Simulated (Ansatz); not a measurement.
Ideal-gas functions of CH$_{4}$FGeO (`C[O][GeH][F]`) radical at 500 K and 1 bar, from an Ansatz frequency run at PBE0-D4/def2-TZVP.

Molar mass 123.65 g/mol, point group C1 (symmetry number 1), electronic degeneracy 2, moments of inertia 35.727, 172.51, 200.693 u Å². Harmonic wavenumbers (cm⁻¹, unscaled): 69, 95, 153, 271, 618, 624, 650, 700, 1112, 1175, 1197, 1474, 1489, 1498, 1943, 3006, 3073, 3114.

Use S(trans) = R[1.5 ln M + 2.5 ln T − 1.1517]; rotational temperatures θ = 24.2544 K / I; S(rot) = R[ln(√π/σ · √(T³/θAθBθC)) + 1.5]; for each mode x = 1.438777 ν̃/T, S = R[x/(eˣ − 1) − ln(1 − e⁻ˣ)] and H = RT x/(eˣ − 1); 1 cm⁻¹ = 0.0119627 kJ/mol; R = 8.31446 J/(mol·K).

Question: By hand: the entropy, in J/(mol·K).

Answer: Translation 179.7. Rotation: θ = 0.6789, 0.1406, 0.1209 K, giving 113.3. Vibration, mode by mode: 21.77, 19.12, 15.20, 10.59, 4.54, 4.48, 4.22, 3.77, 1.48, 1.28, 1.21, 0.64, 0.61, 0.60, 0.21, 0.01, 0.01, 0.01, in all 89.8. Electronic 5.8. Sum 388.6 J/(mol·K).

Question: By hand: H − E and G − E in kJ/mol, counted from the electronic energy.

Answer: Zero-point energy ½ × 22261 × 0.0119627 = 133.2; thermal vibration 21.5; translation, rotation and pV give 4 RT = 16.6. H − E = 171.3 kJ/mol, and G − E = 171.3 − 500 × 388.6/1000 = -23.0 kJ/mol.

Vibration gives 23 % of the entropy, 40.9 J/(mol·K) of it from the modes under 150 cm⁻¹: soft modes count most, and the harmonic formula is weakest for them. The sum counts one conformer and one mirror image; others add a mixing term.
